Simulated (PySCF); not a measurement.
GaI₂, charge +1. Atoms are numbered in the order given.

```xyz
3

Ga     0.0000     0.0000     0.0000
I      0.0000     0.0000    -2.3715
I      0.0000     0.0000     2.3715
```
Charge +1, spin multiplicity 1.

Geometry: r2SCAN-D4/def2-SVP. The spin state was assumed, not searched. The isomer is the one that the SMILES or the coordinates give; other isomers of the formula were not compared. The def2 effective core potentials stand for the cores of I; spin–orbit coupling is left out.

All values below come from CAM-B3LYP/def2-TZVPD run with PySCF.

The molecule is in vacuum.

Computed frontier levels, gap, dipole moment and polarisability:
highest occupied level: -14.45 eV
lowest empty level: -7.23 eV
orbital gap: 7.22 eV
dipole moment about the centre of nuclear charge: 0.000 e·Å
mean static polarisability: 90.0 bohr³ (13.33 Å³)
polarisability, principal values: 62.1, 62.1, 145.7 bohr³
